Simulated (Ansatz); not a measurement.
Basis-set extrapolation for `OC(O)N[SiH3]` (PBE0-D4/def2-TZVP geometry, frozen core, Ansatz 0.2.0). Multiplicity 1, RHF reference.

```
                      def2-TZVPP   def2-QZVPP
                 HF  -535.189520  -535.210404
    MP2 correlation    -0.987785    -1.062664
CCSD(T) correlation    -1.062090      not run
```

Energies in hartree. Use E(X) = E(∞) + A·exp(−7.88·√X) for Hartree–Fock and E(X) = E(∞) + B·X^(−2.97) for correlation, with X = 3 and 4, and add CCSD(T) minus MP2 of the smaller set to the MP2 limit.

Task: What is the CCSD(T) energy at the basis-set limit?

Result: HF limit: -535.210404 + (-0.020884) × 0.13774 = -535.21328. MP2 limit: -1.062664 + (-0.074879) × 0.74074 = -1.11813. Higher-order term: -1.062090 − (-0.987785) = -0.07430. Total: -536.40571 hartree, 404.6 kJ/mol below CCSD(T)/def2-TZVPP.
